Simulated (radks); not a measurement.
Task: These are the eigenvalues of the occupied orbitals of an atom or ion with whole-number occupations (hartree). Calculated with a radial shooting solver on a logarithmic mesh with Libxc functionals: scalar-relativistic Kohn-Sham, r2SCAN, spin-polarised, spherical densities, finite nucleus; meta-GGA in the generalised Kohn-Sham scheme; Fermi nuclear charge, rms radius of each element as measured or else 0.836 A^(1/3) + 0.57 fm.

| orbital | eigenvalue |
|---|---|
| 1s down | -2402.076 |
| 1s up | -2402.076 |
| 2s up | -412.0128 |
| 2s down | -412.0108 |
| 2p up | -361.7347 |
| 2p down | -361.7333 |
| 3s down | -94.49377 |
| 3s up | -94.49344 |
| 3p down | -79.39977 |
| 3p up | -79.39958 |
| 3d up | -61.50426 |
| 3d down | -61.50354 |
| 4s up | -19.51043 |
| 4s down | -19.50967 |
| 4p up | -14.53711 |
| 4p down | -14.53655 |
| 4d up | -8.07677 |
| 4d down | -8.07597 |
| 5s up | -2.88015 |
| 5s down | -2.86451 |
| 5p up | -1.69903 |
| 5p down | -1.67475 |
| 4f up | -0.97470 |
| 4f down | -0.97082 |
| 6s up | -0.44829 |
| 6s down | -0.42868 |
| 5d up | -0.40408 |

Which element is it, and in what charge state? The configuration may be excited. Open shells, if any, are filled with parallel spins first.

Result: Z = 72, hafnium, charge +1: Hf+ in [Xe] 4f14 5d1 6s2. The list shows which subshells hold electrons but not how many an open one holds; the 1s level, -2402.1 hartree, gives Z - s = 69.3 by -(Z - s)^2/2, which with screening and relativity narrows Z to a few neighbours, and the depths of the outer levels then fix element, charge and occupations together.
